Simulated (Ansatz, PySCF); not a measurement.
bromine (Br2), SMILES BrBr.

Geometry optimised at B3LYP-D3(BJ)/def2-TZVP.

Two levels are set side by side: PBE/def2-TZVPD (Ansatz, a first-principles code) and EOM-CCSD/aug-cc-pVDZ (PySCF). PBE by ΔSCF, the other level by its IP root; same geometry, the bases differ. Differences are taken from unrounded values.

```csv
quantity,EOM-CCSD
vertical ionisation energy (eV),10.51
```

Q: What does PBE give, and how far is it from EOM-CCSD? (An estimate is asked for; the answer gives what the named calculation found.)

A: 
```csv
quantity,PBE,PBE minus EOM-CCSD
vertical ionisation energy (eV),10.35,-0.16
```

On these quantities the two levels nearly agree.
